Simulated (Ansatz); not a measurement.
`[OH][Zr]([F])([F])[SH]` + `S[Si]Br` → `[F][Zr]([F])([SH])[SH]` + `O[Si]Br`  (redistribution)

Gas-phase electronic energies from Ansatz, PBE0-D4/def2-TZVP geometries. CBS: MP2 limit from def2 TZ/QZ plus the TZ coupled-cluster correction, frozen cores. Functionals use def2-TZVPP. HSE06 is defined as in plane-wave codes. def2 core potentials past Kr. For Br, Zr outer-core shells are correlated without core-valence functions, which leaves a few kJ/mol of doubt a bond. Scalar relativity is left out up to krypton. Each species was taken in one conformer, which may not be the lowest.

```tsv
level	ΔE (kJ/mol)
BLYP-D4	4.8
BHLYP-D4	1.8
CAM-B3LYP-D4	3.0
PBE	7.7
revPBE	8.2
r2SCANh	4.0
HSE06	6.2
CCSD(T)/def2-TZVPP	0.7
```

(1) What does CCSD(T)/CBS give? (Estimate.)

Largest T1 diagnostic among the species: 0.018.

## Answers

(1) Ansatz gave: +4.5 kJ/mol. The listed levels differ from it by 0.3, -2.7, -1.5, 3.2, 3.7, -0.5, 1.7, -3.8 kJ/mol.

At CCSD(T), def2-SVP lies +17.0 kJ/mol from the extrapolated value and def2-TZVPP −3.7 kJ/mol. Leaving LDA and LC-ωPBE aside and taking each functional with its dispersion term where it has one, the values, not all of them listed here, spread over 9.1 kJ/mol, from B97M-V to revPBE-D4.
